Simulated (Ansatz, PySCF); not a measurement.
Input for Ansatz (a program for electronic structure):
Ansatz 0.2 input:
```yaml
crystal:
  periodic: [false, false, false]
  atoms:
    - {symbol: N, position_ang: [-0.00145735, -0.00078979, 0.34907080]}
    - {symbol: C, position_ang: [-0.00683148, 1.40360564, -0.09889597]}
    - {symbol: C, position_ang: [1.21940542, -0.69518278, -0.09852509]}
    - {symbol: C, position_ang: [-1.21129590, -0.70773025, -0.10870151]}
    - {symbol: H, position_ang: [-0.00247043, 1.44135056, -1.18709760]}
    - {symbol: H, position_ang: [0.87339726, 1.92496286, 0.27271406]}
    - {symbol: H, position_ang: [-0.89547623, 1.91583180, 0.26530846]}
    - {symbol: H, position_ang: [1.25459564, -0.71020410, -1.18671739]}
    - {symbol: H, position_ang: [1.22922597, -1.72074149, 0.26595109]}
    - {symbol: H, position_ang: [2.10574056, -0.18427709, 0.27308679]}
    - {symbol: H, position_ang: [-1.23721663, -0.72306702, -1.19714967]}
    - {symbol: H, position_ang: [-2.10593863, -0.20601809, 0.25545409]}
    - {symbol: H, position_ang: [-1.21357974, -1.73335144, 0.25572399]}
    - {symbol: H, position_ang: [-0.00574458, -0.00311317, 1.37596602]}
basis:
  gaussian:
    orbitals: STO-3G
total_charge: 1
magnetization: {spin_polarized: false}
correlation: {method: mp2, electrons: outside_noble_gas}
accuracy: high
```

Question: Give the equivalent PySCF input.

Answer: Several could match; the one computed here: 
```python
from pyscf import gto, scf, mp

mol = gto.Mole()
mol.atom = '''
    N    -0.00145735   -0.00078979    0.34907080
    C    -0.00683148    1.40360564   -0.09889597
    C     1.21940542   -0.69518278   -0.09852509
    C    -1.21129590   -0.70773025   -0.10870151
    H    -0.00247043    1.44135056   -1.18709760
    H     0.87339726    1.92496286    0.27271406
    H    -0.89547623    1.91583180    0.26530846
    H     1.25459564   -0.71020410   -1.18671739
    H     1.22922597   -1.72074149    0.26595109
    H     2.10574056   -0.18427709    0.27308679
    H    -1.23721663   -0.72306702   -1.19714967
    H    -2.10593863   -0.20601809    0.25545409
    H    -1.21357974   -1.73335144    0.25572399
    H    -0.00574458   -0.00311317    1.37596602
'''
mol.basis = 'sto-3g'
mol.charge = 1
mol.verbose = 4
mol.build()

mf = scf.RHF(mol)
mf.kernel()

pt = mp.MP2(mf, frozen=4)
pt.kernel()
print('E(MP2) = %.10f' % pt.e_tot)
```

Both were run: Ansatz gave -171.844826 Eh and PySCF -171.844826 Eh, 0.000 mEh apart.
